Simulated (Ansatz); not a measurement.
Molecule: CH₅BNO₂, net charge 0, doublet state. It need not be the lowest isomer of its formula. 
Coordinates optimised at B3LYP-D3(BJ)/def2-TZVP (Ansatz, a program for electronic structure):
```xyz
10

C     -1.8999     0.0266    -0.2550
N     -0.6429    -0.6736    -0.1045
B      0.6438    -0.0242     0.0741
O      1.3768    -0.5879     1.0316
O      0.9176     1.1041    -0.6638
H     -2.4471     0.1034     0.6907
H     -1.7087     1.0273    -0.6355
H     -2.5388    -0.5025    -0.9683
H     -0.7121    -1.6167     0.2501
H      1.7324     1.5348    -0.3875
```
Charge 0, spin multiplicity 2.

Property: atomisation energy (electronic, to ground-state atoms), in eV. Valence correlation only, unless marked. Open shells are spin-unrestricted. Spin-orbit coupling is left out. No relativistic terms. The coupled-cluster limit lacks core correlation, which all-electron functionals hold. Basis-set limits of correlation are two-point, X^-3; Hartree-Fock from the larger set.

```json
[
 {"level": "r2SCAN-D4/def2-TZVPD", "program": "Ansatz + dftd4", "atomisation energy (eV)": "41.75", "minus last row": "0.57"},
 {"level": "B3LYP-D3(BJ)/def2-TZVPD", "program": "Ansatz + dftd3", "atomisation energy (eV)": "41.67", "minus last row": "0.49"},
 {"level": "PBE0/def2-SVP", "program": "Ansatz", "atomisation energy (eV)": "41.90", "minus last row": "0.72"},
 {"level": "PBE0/def2-QZVPP", "program": "Ansatz", "atomisation energy (eV)": "41.54", "minus last row": "0.36"},
 {"level": "BHLYP-D4/def2-TZVPD", "program": "Ansatz + dftd4", "atomisation energy (eV)": "39.91", "minus last row": "-1.27"},
 {"level": "CAM-B3LYP/def2-TZVPD", "program": "Ansatz", "atomisation energy (eV)": "41.65", "minus last row": "0.47"},
 {"level": "LC-wPBE-D3(BJ)/def2-TZVPD", "program": "Ansatz + dftd3", "atomisation energy (eV)": "41.46", "minus last row": "0.28"},
 {"level": "B2GP-PLYP-D3(BJ)/def2-TZVPD", "program": "Ansatz + dftd3", "atomisation energy (eV)": "40.77", "minus last row": "-0.41"},
 {"level": "PBE-QIDH/def2-TZVPD", "program": "Ansatz", "atomisation energy (eV)": "40.74", "minus last row": "-0.44"},
 {"level": "MP2/STO-3G", "program": "Ansatz", "atomisation energy (eV)": "37.19", "minus last row": "-3.99"},
 {"level": "CCSD/STO-3G", "program": "Ansatz", "atomisation energy (eV)": "37.70", "minus last row": "-3.48"},
 {"level": "CCSD(T)/STO-3G", "program": "Ansatz", "atomisation energy (eV)": "37.87", "minus last row": "-3.31"},
 {"level": "CCSD(T)/cc-pVDZ", "program": "Ansatz", "atomisation energy (eV)": "37.70", "minus last row": "-3.48"},
 {"level": "CCSD(T)/cc-pVTZ", "program": "Ansatz", "atomisation energy (eV)": "40.05", "minus last row": "-1.13"},
 {"level": "CCSD(T)/CBS(cc-pVTZ,cc-pVQZ)", "program": "Ansatz", "atomisation energy (eV)": "41.18", "minus last row": "0.00"}
]
```
